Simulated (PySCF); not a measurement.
# Vertical excitation energies

Compound: ClH₇Si₃.
SMILES: `[SiH3][SiH2][SiH2]Cl`

Method: TDDFT PBE0/def2-SVPD, vertical, gas phase, core orbitals frozen in the response in PySCF. One conformer (not necessarily the lowest) at the GFN2-xTB geometry, without solvent, vibrations or thermal averaging. Torsions of this conformer, `[SiH3:1][SiH2:2][SiH2:3][Cl:4]`: Si1–Si2–Si3–Cl4 -44°.

| state | E (eV) | E (hartree) | f | main configurations (H = HOMO, L = LUMO) |
| --- | --- | --- | --- | --- |
| S1 | 6.24 | 0.2294 | 0.040 | H→L (86%) |
| S2 | 6.58 | 0.2418 | 0.024 | H→L+1 (87%) |
| S3 | 6.76 | 0.2483 | 0.010 | H-1→L (72%), H-2→L (16%) |
| S4 | 6.95 | 0.2552 | 0.010 | H→L+2 (45%), H-2→L (38%) |
| S5 | 7.11 | 0.2615 | 0.223 | H→L+2 (40%), H-2→L (29%), H-1→L (11%) |
| S6 | 7.21 | 0.2650 | 0.012 | H-1→L+1 (71%), H-2→L+1 (9%) |

Triplets (Tamm–Dancoff): T1 5.51 eV, H→L (93%); T2 5.89 eV, H→L+1 (87%).

The lowest singlet comes at 199 nm (602 kJ/mol) in the vacuum ultraviolet; it is of moderate strength; its leading configuration is HOMO→LUMO (86%). The strongest level in the table is S5 at 7.11 eV (174 nm, f = 0.223). Löwdin shares by element: HOMO silicon 54%, chlorine 29% (atoms not listed hold the other 17%); LUMO silicon 68%, hydrogen 9% or more (atoms not listed hold the other 23%). Of the 6 states listed, 6 reach f = 0.01 and none stays under 0.0005. Weighted by f, the mean energy of these states is 6.95 eV. The oscillator strengths of these states sum to 0.319; summed over the whole spectrum of an exact calculation they would give the number of electrons, 66 (Thomas–Reiche–Kuhn). The window holds the lowest 6 singlets.
